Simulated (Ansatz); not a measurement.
Abridged output of a molecular run in Ansatz:

```
Functional definition: HF
2076 factors; integrals over basis functions are off by at most 1.0e-3 eV
mean field evaluation 1: about -24140.1692 eV, gradient 5.5e1 eV
mean field evaluation 2: about -24140.5352 eV, gradient 5.6e1 eV
mean field evaluation 4: about -24146.6102 eV, gradient 4.8e0 eV
mean field evaluation 8: about -24146.6975 eV, gradient 3.1e-1 eV
mean field -24146.69803913 eV, -887.3747857182 hartree, gradient 7.0e-6 eV, S^2 0.000000; 0 other end points of the search recorded, 0 dependent functions left out
15 core orbitals not correlated: weight in the atoms' cores, before any rotation towards them, 1.000 or more for the frozen orbitals, at most 0.000 for the correlated occupied ones
reference -24146.69803913 eV, -887.3747857182 hartree; 21, 21 occupied and 315, 315 virtual orbitals, 2076 factors
second order -34.08897891 eV of doubles, -0.00000000 eV of singles
cycle   1  -34.51933011 eV  change   -4.3e-1 eV  update   1.2e-1
cycle   2  -35.31750449 eV  change   -8.0e-1 eV  update   3.6e-2
cycle   3  -35.49691260 eV  change   -1.8e-1 eV  update   1.8e-2
cycle   4  -35.47977112 eV  change    1.7e-2 eV  update   4.3e-3
cycle   5  -35.47869035 eV  change    1.1e-3 eV  update   1.8e-3
cycle   6  -35.48005677 eV  change   -1.4e-3 eV  update   5.2e-4
cycle   7  -35.47994102 eV  change    1.2e-4 eV  update   2.0e-4
cycle   8  -35.47983843 eV  change    1.0e-4 eV  update   6.0e-5
cycle   9  -35.47986058 eV  change   -2.2e-5 eV  update   2.6e-5
perturbative correction -1.31501978 eV, -0.0483260855 hartree
Total energy: -24183.49291949 eV, -888.7269726311 hartree
```

Its atoms:

Z-matrix (Å, degrees):
```
Si
C 1 1.843
F 1 1.598 2 111.0
N 1 1.694 2 110.4 3 -116.8
O 1 1.626 2 108.8 3 116.5
C 2 1.331 1 123.2 3 -122.2
H 2 1.089 1 118.5 3 58.7
H 4 1.006 1 120.7 2 -47.4
H 4 1.007 1 121.4 2 162.2
Si 5 1.633 1 149.9 2 -92.0
H 6 1.086 2 122.2 1 -179.4
H 6 1.086 2 121.6 1 0.6
H 10 1.485 5 109.0 1 -130.3
H 10 1.487 5 109.0 1 110.7
H 10 1.485 5 110.9 1 -9.6
```

Question: Which basis set was used?
A. def2-QZVPP
B. def2-TZVPP
C. def2-TZVPPD
D. cc-pV(D+d)Z

Answer: B. It gives 351 functions.

Question: Write the keys of the input that set method, charge and spin (a neutral closed shell needs none for the last two).

Answer: 
```yaml
correlation: {method: ccsd_t}
```
